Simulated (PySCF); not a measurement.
## A ladder of Hamiltonians for In³¹⁺ (indium, charge +31)

Occupied: 1s1/2, 2s1/2, 2p1/2, 2p3/2, 3s1/2, 3p1/2, 3p3/2. Hartree-Fock calculated with PySCF 2.14 in an even-tempered Gaussian basis (21 s from 2.3 bohr⁻², ratio 2.3; 16 p from 2.7 bohr⁻², ratio 2.3), Gaussian nucleus throughout. NR is non-relativistic, sf-X2C the spin-free one-electron X2C Hamiltonian, X2C adds the bare one-electron spin-orbit term, X2C-SNSO screens it by Boettger's factors, DC is four-component Dirac-Coulomb, and the Gaunt term is added at first order (total energies over the DC spinors, levels after relaxing the spinors in that mean field). QED terms are absent. Levels marked empty are virtual spinors of this ion; the basis has s and p functions only, so 3d, which can lie below the n = 4 levels, is absent.

| level (eV) | NR | sf-X2C | X2C | X2C-SNSO |
| --- | --- | --- | --- | --- |
| 1s1/2 | -28715.0 | -29653.0 | -29650.7 | -29650.9 |
| 2s1/2 | -5585.2 | -5827.8 | -5827.2 | -5827.2 |
| 2p1/2 | -5318.7 | -5388.8 | -5544.3 | -5537.5 |
| 2p3/2 | -5318.7 | -5388.8 | -5318.0 | -5320.8 |
| 3s1/2 | -2064.6 | -2131.2 | -2131.0 | -2131.0 |
| 3p1/2 | -1955.6 | -1980.2 | -2016.1 | -2014.5 |
| 3p3/2 | -1955.6 | -1980.2 | -1963.7 | -1964.3 |
| 4s1/2 (empty) | -1007.2 | -1031.6 | -1031.6 | -1031.6 |
| 4p1/2 (empty) | -967.12 | -977.28 | -989.51 | -988.98 |
| 4p3/2 (empty) | -967.12 | -977.28 | -971.66 | -971.89 |

Where do the four-component calculations put these levels?

1s1/2: DC -29674.5, DC+Gaunt -29609.7; 2s1/2: DC -5829.9, DC+Gaunt -5823.6; 2p1/2: DC -5538.4, DC+Gaunt -5527.9; 2p3/2: DC -5323.0, DC+Gaunt -5315.5; 3s1/2: DC -2131.6, DC+Gaunt -2130.2; 3p1/2: DC -2014.7, DC+Gaunt -2012.3; 3p3/2: DC -1964.8, DC+Gaunt -1963.1; 4s1/2 (empty): DC -1031.8, DC+Gaunt -1031.3; 4p1/2 (empty): DC -989.05, DC+Gaunt -988.22; 4p3/2 (empty): DC -972.03, DC+Gaunt -971.44 (eV).

```
Hamiltonian  E (hartree)  E − E(DC) (hartree)  CPU seconds
         NR   -5044.2785             139.6159         0.46
     sf-X2C   -5181.2114               2.6830         0.34
        X2C   -5182.6194               1.2750         0.35
   X2C-SNSO   -5182.5034               1.3910         0.34
         DC   -5183.8944               0.0000           18
   DC+Gaunt   -5179.6157               4.2786           33
```

Weight of the small component: 1s1/2 0.0323, 2s1/2 0.00699, 2p1/2 0.00694, 2p3/2 0.00666, 3s1/2 0.00244, 3p1/2 0.00237, 3p3/2 0.00230, 4s1/2 0.00110, 4p1/2 0.00108, 4p3/2 0.00105.

Koopmans' value for the highest occupied level at DC+Gaunt: 1963.1 eV, against an ionisation energy of 1961 ± 5 eV (semi-empirical (NIST evaluation); NIST Atomic Spectra Database, ionization energies); the former lacks relaxation, correlation, QED and recoil.

The whole ladder took 57 s of wall time on 1 thread of Intel(R) Xeon(R) Platinum 8488C (shared host), launched as `OMP_NUM_THREADS=1 python relrun2.py TASK.json OUT` (a driver that calls PySCF for each Hamiltonian).

Dirac-Coulomb iterations, started from the X2C spinors:

```
with_ssss True, with_gaunt False, with_breit False
light speed = 137.03599967994
init E= -5171.00411925255
cycle= 1 E= -5183.89396131148  delta_E= -12.9  |g|= 0.975  |ddm|= 0.0802
cycle= 2 E= -5183.89436353348  delta_E= -0.000402  |g|= 0.0185  |ddm|= 0.00921
cycle= 3 E= -5183.89436489597  delta_E= -1.36e-06  |g|= 0.00108  |ddm|= 0.00083
cycle= 4 E= -5183.89436490109  delta_E= -5.11e-09  |g|= 5.15e-06  |ddm|= 4.62e-05
```
